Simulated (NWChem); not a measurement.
System: SiHO2 cation; SMILES O=[Si]=[OH+]

Here is an NWChem input.

```
start job
memory heap 200 mb stack 900 mb global 1100 mb
charge 1
geometry units angstroms noautosym nocenter noautoz
  O      0.000881     1.590718     0.000000
  Si    -0.000594     0.087877     0.000000
  O      0.002318    -1.435738     0.000000
  H     -0.016123    -2.404351     0.000000
end
basis spherical
  * library sadlej_pvtz
end
dft
  xc xpbe96 cpbe96
  iterations 150
end
property
  response 1 0.0
end
task dft property
```

Coordinates come from a PBE0/def2-SVP optimisation.

Static field.

Question: Give the results of this calculation. (PBE/Sadlej pVTZ.) Quantities: isotropic polarisability (bohr³); anisotropy (bohr³).

Answer: 
| Quantity | Result |
|---|---|
| isotropic polarisability (bohr³) | 26.2 |
| anisotropy (bohr³) | 15.8 |
